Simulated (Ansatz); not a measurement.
The same path of C2H9BO (13 atoms, charge 0, multiplicity 1) was run twice with different band settings. Lost on the way: B1–C2, O8–H13. Made: C2–H13.

Method: Ansatz 0.2.0, RKS PBE/6-31G*.

Relaxed end points:

```xyz
13
Properties=species:S:1:pos:R:3
B -0.227 -0.272 0.455
C 0.163 0.319 1.895
H -0.533 0.034 2.711
H 1.188 0.064 2.222
H 0.115 1.423 1.841
H 0.579 -0.105 -0.444
H -1.393 -0.115 0.112
O -0.132 -1.960 0.665
C -0.653 -2.725 -0.453
H -0.569 -3.799 -0.226
H -1.694 -2.436 -0.669
H -0.014 -2.462 -1.306
H -0.679 -2.142 1.460
```

```xyz
13
Properties=species:S:1:pos:R:3
B -0.352 -0.449 -1.335
C 0.257 -0.209 2.845
H -0.340 -0.970 3.372
H 1.182 -0.017 3.408
H -0.325 0.722 2.769
H 0.482 0.375 -1.617
H -1.524 -0.342 -1.629
O 0.091 -1.533 -0.655
C -0.796 -2.588 -0.263
H -0.753 -2.690 0.833
H -1.834 -2.382 -0.578
H -0.447 -3.527 -0.723
H 0.510 -0.567 1.835
```

Common settings: spring 5.0 eV/Å²; optimiser quadratic models (default); start path through a guess of the saddle point; force threshold 0.05 eV/Å; iteration limit 60; end points relaxed.

| run | movable images | climbing image |
| --- | --- | --- |
| 1 | 9 | yes |
| 2 | 3 | no |

**Question.** What does each run give, and how far can it be trusted?

**Answer.** Run 1: converged after 22 iterations, highest image 0.939 eV above the first end. Neighbouring images differ by up to 1.6 eV, so the band resolves the path poorly. A vibrational analysis at the climbing image gives one clearly imaginary mode, 1207i cm⁻¹: a first-order saddle point.
Run 2: converged after 14 iterations, highest image 0.062 eV above the first end. No image climbed, so the highest image needn't sit at the top of the path. A band with more images between the same ends climbed to 0.94 eV, so this one has probably stepped over the top. So few images can step over the top or miss a turn of the path.
The orbitals stay closed-shell, which can raise the energy where a bond breaks towards radicals; this wasn't checked here.
